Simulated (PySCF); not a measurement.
## Working out the excitation energy of S

S [Ne] 3s2 3p4 (3P) → S [Ne] 3s2 3p3 4s1 (5S). Calculation: PySCF 2.14, in aug-cc-pVTZ-DK (6s5p3d2f, 50 functions); the spin-free X2C one-electron Hamiltonian (Gaussian nucleus). Frozen: [Ne]. Energies in hartree (1 hartree = 27.21139 eV):

```tsv
part	S (lower)	S (upper)
UHF	-398.590772	-398.365962
MP2 opposite-spin	-0.091027	-0.070568
MP2 same-spin	-0.027480	-0.032810
```

Question: What does Hartree-Fock give?

Answer: (-398.365962) − (-398.590772) = 0.224810 hartree = 6.117 eV.

Question: What do MP2 and SCS-MP2 (6/5 opposite-spin, 1/3 same-spin) give?

Answer: The opposite-spin parts differ by 0.557 eV and the same-spin parts by -0.145 eV. MP2: 6.117 + (0.557) + (-0.145) = 6.529 eV. SCS-MP2: 6.117 + 1.2 × (0.557) + (-0.145)/3 = 6.737 eV.

Measured between the centres of the two terms (NIST): 6.500 eV, so MP2 (valence) is off by 0.029 eV.

What remains against the reference includes basis incompleteness, the frozen core and correlation beyond second order.
